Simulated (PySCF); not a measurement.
Geometries of 3 isomers of C2H7NOSi, from PySCF, PBE0-D3(BJ)/def2-SVP geometry optimisation, gas phase. One conformer each, no zero-point energy, no frequencies.

Question: Which isomer lies lowest at this level?
A.
```xyz
12
angstrom
C     -1.762   -1.048    0.511
O     -2.057    0.313    0.288
C     -1.062    1.107   -0.126
N      0.133    0.822   -0.354
Si     1.452   -0.266   -0.441
H     -0.996   -1.168    1.293
H     -1.403   -1.536   -0.409
H     -2.696   -1.521    0.837
H     -1.470    2.126   -0.248
H      1.173   -1.693   -0.058
H      2.529    0.236    0.463
H      1.956   -0.273   -1.847
```
B.
```xyz
12
angstrom
C     -1.864   -0.485   -0.237
C     -1.040    0.657    0.273
N      0.217    0.756    0.308
Si     1.547   -0.269   -0.139
O      2.685   -0.168    1.066
H     -2.574   -0.816    0.539
H     -1.246   -1.337   -0.552
H     -2.475   -0.148   -1.091
H     -1.642    1.510    0.654
H      1.264   -1.730   -0.270
H      2.038    0.267   -1.444
H      2.802    0.717    1.425
```
C.
```xyz
12
angstrom
N     -1.389    0.510    0.571
C     -0.966   -0.329   -0.540
Si     0.771   -0.948   -0.122
C      1.921    0.592    0.080
O      3.119    0.540   -0.050
H     -2.249    1.012    0.360
H     -1.571   -0.050    1.400
H     -0.878    0.294   -1.447
H     -1.648   -1.163   -0.813
H      1.336   -1.880   -1.142
H      0.728   -1.645    1.204
H      1.417    1.564    0.343
```

Answer: B. That is `C/C=N\[SiH2]O`, 30.7 kcal/mol below the next.

| SMILES | atoms numbered as above | E (Eh) | relative (kcal/mol) | relative (kJ/mol) | dipole (D) |
| --- | --- | --- | --- | --- | --- |
| C/C=N\[SiH2]O | [CH3:1]/[CH:2]=[N:3]\[SiH2:4][OH:5] | -499.32295 | 0.0 | 0.0 | 2.37 |
| CO/C=N\[SiH3] | [CH3:1][O:2]/[CH:3]=[N:4]\[SiH3:5] | -499.27410 | 30.7 | 128.3 | 1.69 |
| NC[SiH2]C=O | [NH2:1][CH2:2][SiH2:3][CH:4]=[O:5] | -499.25066 | 45.4 | 189.8 | 4.05 |

As drawn, the lowest has a C=N bond, an O–H bond and an Si–O bond, which the highest lacks; the highest has a C=O bond, an N–H bond and an Si–C bond, which the lowest lacks.
